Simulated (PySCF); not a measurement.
BrCl, SMILES BrCl. Atoms are numbered in the order given.

```xyz
2

Cl     0.0000     0.0000    -1.4574
Br     0.0000     0.0000     0.7079
```

Geometry: B3LYP-D3(BJ)/def2-TZVP.

Computed with SMD-PBE0/6-31G* (PySCF).

Solvation free energies are E(SMD) − E(gas) at the gas-phase geometry, for 1 M in both phases. Bromine has the revised SMD18 radius of 2.60 Å. In vacuum the dipole moment is 0.60 D.

| solvent | ΔG(solv) (kcal/mol) | its non-electrostatic (CDS) part | dipole (D) |
|---|---|---|---|
| water | -0.5 | 0.0 | 0.71 |
| dichloromethane | -3.4 | -2.9 | 0.69 |
| 2-propanol | -3.3 | -2.8 | 0.70 |
